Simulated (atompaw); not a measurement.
## u(r) = r·R(r): atom against pseudo-atom (neon (Ne))

Columns: radius, all-electron u(r) and pseudo u(r) of the 2s shell (level -36.07 eV) of neon in the configuration [He] 2s2 2p6; PBEsol, non-relativistic, PAW (atompaw) scheme, atompaw 4.2.0.5.

| r (bohr) | all-electron | pseudo |
| --- | --- | --- |
| 0.033 | 0.3381 | -0.1007 |
| 0.065 | 0.4662 | -0.1974 |
| 0.098 | 0.4667 | -0.2952 |
| 0.131 | 0.3850 | -0.3899 |
| 0.163 | 0.2606 | -0.4780 |
| 0.196 | 0.1090 | -0.5643 |
| 0.229 | -0.0504 | -0.6451 |
| 0.262 | -0.2075 | -0.7200 |
| 0.294 | -0.3514 | -0.7863 |
| 0.327 | -0.4873 | -0.8480 |
| 0.360 | -0.6086 | -0.9026 |
| 0.392 | -0.7115 | -0.9487 |
| 0.425 | -0.8023 | -0.9892 |
| 0.458 | -0.8782 | -1.0228 |
| 0.490 | -0.9383 | -1.0489 |
| 0.523 | -0.9876 | -1.0695 |
| 0.556 | -1.0251 | -1.0841 |
| 0.588 | -1.0513 | -1.0929 |
| 0.621 | -1.0693 | -1.0969 |
| 0.654 | -1.0789 | -1.0964 |
| 0.687 | -1.0815 | -1.0917 |
| 0.719 | -1.0782 | -1.0835 |
| 0.752 | -1.0695 | -1.0719 |
| 0.785 | -1.0565 | -1.0572 |
| 0.817 | -1.0403 | -1.0405 |
| 0.850 | -1.0206 | -1.0206 |

**Question.** How many radial nodes do the two functions have?

**Answer.** The all-electron 2s function has n − l − 1 = 1; the pseudo-wave has 0, since the states of the same l below it are removed with the core.

**Question.** Is the pseudo-wave norm-conserving?

**Answer.** No, it belongs to a PAW set: the norm inside the radius is not constrained, and the difference is carried by the augmentation charge.
